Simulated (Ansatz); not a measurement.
Gas-phase electronic energies from Ansatz, PBE0-D4/def2-TZVP geometries. CBS: MP2 limit from def2 TZ/QZ plus the TZ coupled-cluster correction, frozen cores. This one scheme is used for every species. Functionals use def2-TZVPP. B3LYP here is the variant with VWN-RPA as its local correlation; programs differ in this. Each species was taken in one conformer, which may not be the lowest.

Consider the formal exchange of groups at the Si–C bond: `[SiH3]/C=C/[SiH3]` + `N[SiH](N)O` → `N[Si](N)(O)[SiH3]` + `C=C[SiH3]`.

| level | ΔE (kJ/mol) | difference from CCSD(T)/CBS |
| --- | --- | --- |
| r2SCAN-D4 | 3.6 | -5.0 |
| B3LYP-D4 | 4.8 | -3.8 |
| ωB97M-V | 10.6 | 2.0 |
| B2PLYP | 10.7 | 2.1 |
| PBE | -3.1 | -11.7 |
| PBE0 | 0.5 | -8.1 |
| MP2/def2-TZVPP | 15.3 | 6.7 |
| CCSD(T)/def2-TZVPP | 8.7 | 0.1 |
| SCS-MP2/def2-QZVPP | 16.3 | 7.7 |
| CCSD/CBS(def2) | 9.5 | 0.9 |
| CCSD(T)/CBS | 8.6 | 0 |

Largest T1 diagnostic among the species: 0.012.

From PBE to PBE0 (25 % exact exchange), in def2-TZVPP and without D4, ΔE moves by +3.6 kJ/mol.
